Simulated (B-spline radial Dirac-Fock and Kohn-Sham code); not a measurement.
Run log: Ti

ΔSCF core binding energies without Breit or QED terms, calculated with a radial finite-basis atomic code. Keys: rel is the Hamiltonian (dirac, or spin-free x2c and nr, where L3 and M5 stand for the whole 2p and 3d shells), method is hf or an exchange,correlation pair (spin-unpolarised, also for the hole states), nuc the nuclear model, radius_factor scales its radius, rmax is the box in bohr, h the logarithmic mesh step, order the B-spline order, points the quadrature points per cell, c_factor scales the speed of light, and damp, ndamp, maxit and tol steer the iteration. The run stops when the commutator error falls below 10·tol·max(1, Z/10), or the numerical noise floor, and the energy has settled to about 1e-8 Ha; the virial ratio is −V/T.

Input (task.json):

```json
{"items": [{"Z": 22, "q": 0, "cfg": [[1, 0, 2], [2, 0, 2], [2, 1, 6], [3, 0, 2], [3, 1, 6], [3, 2, 2], [4, 0, 2]], "A": 48, "rrms": 3.5921, "do": "settings", "holes": ["K", "L3", "M5"],
  "settings": [{"rel": "dirac", "method": "hf", "nuc": "fermi", "radius_factor": 1.0, "rmax": 45.0, "h": 0.3, "order": 8, "points": 10, "c_factor": 1.0, "maxit": 76, "damp": 0.5, "ndamp": 3, "tol": 1e-08, "cfg": "1s2 2s2 2p6 3s2 3p6 3d2 4s2 4p2"}]}]}
```

Command: `python xray2_run.py task.json out`

Ground-state iterations:

```
iter   energy (Ha)        error
   1     -849.32535993  8.23e-01
   2     -850.51036415  2.47e-01
   3     -852.74135166  3.62e-02
   4     -852.77471658  1.41e-02
   5     -852.77919535  3.80e-03
   6     -852.77971392  1.41e-03
   7     -852.77977841  2.42e-04
   8     -852.77978082  3.77e-05
   9     -852.77978086  2.31e-06
  10     -852.77978086  3.13e-07
  11     -852.77978086  5.86e-08
```

The ground state converged in 11 iterations, with total energy -852.77978 Ha, virial ratio 1.98948 and highest orbital energy 0.94 eV. Holes are computed only in closed shells, and unreliable hole states are left out.

Question: One setting is unsound. Which, and why?

Answer: cfg describes an anion whose outer electrons are not bound. With the default settings (Dirac Hartree-Fock): The ground state converged in 12 iterations, with total energy -852.81984 Ha, virial ratio 1.98954 and highest orbital energy -6.09 eV. ΔSCF binding energies: K (1s) 4982.8 eV, L3 (2p3/2) 467.0 eV. Holes are computed only in closed shells, and unreliable hole states are left out.
